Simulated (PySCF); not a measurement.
C5H14BN.
SMILES: `[NH3+][BH2-]C1CCCC1`

The closed-shell SCF was solved with PySCF and density fitting under several settings on one GFN2-xTB geometry (grid level 2 and gas phase unless stated).

```csv
settings,basis functions,SCF cycles,E (Eh),HOMO (eV),LUMO (eV),dipole (D)
PBE0/pcSseg-1,189,12,-278.1927,-7.20,0.32,5.07
PBE0/def2-SVPD,252,13,-278.0504,-7.18,-0.17,4.89
"revPBE/ANO-RCC-VDZP, IEF-PCM cyclohexane, energy threshold 1e-11 Eh",168,13,-278.5664,-5.73,-0.70,5.46
```

**Question.** Estimate the rows for these settings: (1) revPBE/IGLO-II, start guess huckel; (2) PBE0/cc-pVDZ; (3) PBE/6-31G*, start guess vsap.

**Answer.** 
| settings | basis functions | SCF cycles | E (Eh) | HOMO (eV) | LUMO (eV) | dipole (D) |
| --- | --- | --- | --- | --- | --- | --- |
| revPBE/IGLO-II, start guess huckel | 238 | 13 | -278.5513 | -5.80 | -0.50 | 4.94 |
| PBE0/cc-pVDZ | 168 | 12 | -278.2428 | -7.03 | 0.68 | 5.10 |
| PBE/6-31G*, start guess vsap | 126 | 13 | -278.1558 | -5.47 | 0.28 | 5.09 |

**Question.** Over all rows, what range does the HOMO–LUMO gap span?

**Answer.** From 5.03 eV (revPBE/ANO-RCC-VDZP, IEF-PCM cyclohexane, energy threshold 1e-11 Eh) to 7.71 eV (PBE0/cc-pVDZ). The functional of the narrowest has no exact exchange, that of the widest 25 % exact exchange.

**Question.** And the dipole moment?

**Answer.** From 4.89 D (PBE0/def2-SVPD) to 5.46 D (revPBE/ANO-RCC-VDZP, IEF-PCM cyclohexane, energy threshold 1e-11 Eh); the largest is 1.12 times the smallest, and the median is 5.08 D.

**Question.** Compare two rows with the functional PBE0: PBE0/cc-pVDZ and PBE0/def2-SVPD. Which energy is lower, and by how much?

**Answer.** PBE0/cc-pVDZ (168 functions) lies 0.1924 Eh or 121 kcal/mol below PBE0/def2-SVPD (252 functions). The smaller set gives the lower energy; the two sets aren't nested, so the variational bound doesn't order them by size.

Cycle counts include a coarse-grid stage where the run had one. All basis functions are spherical, in the Pople sets too. ANO-RCC sets were contracted for a scalar-relativistic Hamiltonian, but ran non-relativistically here. One conformer (not necessarily the lowest) at the GFN2-xTB geometry, without vibrations or thermal averaging.
